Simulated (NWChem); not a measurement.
System: BeH₂SO; SMILES [OH][Be][SH]

```xyz
5

Be     0.0186    -0.6694    -0.0618
O      0.0007    -2.0856    -0.1813
H     -0.0711    -2.8291     0.4299
S      0.0784     1.2366     0.0816
H     -1.2796     1.3269    -0.0201
```
Atoms are numbered in this order, from 1.

Results from NWChem. Geometry optimised at PBE-D3(BJ)/def2-SVP; all other runs use it.  Vzz has the sign of the potential's second derivative.

```
quantity                                                                                         level   value
----------------------------------------------------  ------------------------------------------------  ------
Vzz O2 (a.u.)                                                                          B3LYP/def2-TZVP   1.384
first state with f > 0.002 (eV), S K edge, unshifted                                PBE/def2-TZVP, TDA  2395.8
vertical, lowest excitation, singlet (eV)                                   Hartree-Fock/def2-SVP, CIS    6.56
highest occupied level (eV)                           LC-BLYP (range parameter 0.33 per bohr)/def2-SVP     [?]
dipole (D)                                                                         PBE-D3(BJ)/def2-SVP     [?]
highest harmonic frequency (cm⁻¹)                                                  PBE-D3(BJ)/def2-SVP     [?]
```

**Question.** Fill in the missing entries.

**Answer.** 
- highest occupied level (eV), value: -9.52
- dipole (D), value: 2.08
- highest harmonic frequency (cm⁻¹), value: 3896
